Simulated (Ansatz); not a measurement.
Consider the redistribution: `F[CH]([AlH2])[SiH3]` + `C[O][Al]([OH])[F]` → `[OH][Al]([F])[O][SiH3]` + `C[CH](F)[AlH2]`.

Program: Ansatz. Geometries: PBE0-D4/def2-TZVP. ΔE: electronic, gas phase. CCSD(T)/CBS adds triple-zeta CCSD(T) − MP2 to the extrapolated MP2 energy (def2 sets, frozen cores). This one scheme is used for every species. DFT in def2-TZVPP. Each species was taken in one conformer, which may not be the lowest.

```
             level  ΔE (kJ/mol)
               PBE       -161.8
            r2SCAN       -176.5
     CCSD/def2-SVP       -174.8
SCS-MP2/def2-QZVPP       -189.8
```

**Question.** What does CCSD(T)/CBS give? (Best estimate.)

**Answer.** Ansatz gave: -183.4 kJ/mol. The listed levels differ from it by 21.6, 6.9, 8.6, -6.4 kJ/mol.

Largest T1 diagnostic among the species: 0.012.

Leaving LDA and LC-ωPBE aside and taking each functional with its dispersion term where it has one, the values, not all of them listed here, spread over 26.2 kJ/mol, from BHLYP-D4 to revPBE-D4. In def2-TZVPP, CCSD(T) changes the Hartree–Fock value by +14.9 kJ/mol (the triples alone add +2.9 kJ/mol) and MP2 by +7.5 kJ/mol. From r2SCAN to r2SCAN0 (25 % exact exchange), in def2-TZVPP and without D4, ΔE moves by −5.3 kJ/mol.
